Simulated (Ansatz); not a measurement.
Cartesian coordinates in Å:
```
O 1.0468 1.2009 -0.6600
Mo -0.0088 0.0548 -0.0914
F -1.4326 -0.1229 -1.2343
S 1.0376 -1.7563 0.0106
Cl -0.6430 0.6236 1.9751
```

The species carries charge 0 and has multiplicity 1. Mo: def2 effective core potential.

Question: List the ωB97M-V/def2-TZVPP orbital energies in eV (Ansatz 0.2.0). (Estimate.)

Answer: Ansatz gave: Occupied: -2772.90, -2427.65, -678.44, -528.10, -263.29, -221.63, -200.73, -200.66, -200.64, -164.69, -164.66, -164.60, -77.77, -50.83, -50.38, -50.20, -35.97, -29.66, -26.25, -22.44, -16.97, -16.37, -16.13, -15.16, -15.00, -14.18, -13.81, -13.17, -12.46, -12.17, -11.07, -10.53. Lowest empty: -1.71, -1.53, -0.27, 0.22, 0.91, 1.06, 1.84, 1.91.
